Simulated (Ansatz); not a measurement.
Mulliken charges of `B[SiH](Cl)Br` from ωB97M-V/def2-TZVPP in Ansatz (PBE0-D4/def2-TZVP geometry).

```
atom   x (Å)   y (Å)   z (Å)  charge (e)
  B1  -0.372   1.043   0.287      -0.259
 Si2   0.591  -0.631   0.031       0.303
 Cl3   1.876  -0.934  -1.522      -0.173
 Br4  -1.584  -0.951  -0.615      -0.114
  H5  -0.918   1.237   1.329       0.116
  H6  -0.426   1.817  -0.616       0.122
  H7   0.894  -1.647   1.060       0.004
```

By hand: the dipole of these point charges (1 e Å = 4.8032 D).

Σ q r = (-0.023, 0.167, 0.352) e Å, of length 0.390 e Å = 1.87 D.

How does the dipole of the full density compare? (An estimate is asked.)

The calculation gave: (0.145, -0.045, 0.184) e Å, 1.15 D; the point charges give 1.63 times that, at 55° from its direction.

Point charges leave out the atoms' own dipoles, such as those of lone pairs, and Mulliken's split depends on the basis, so the two needn't agree.
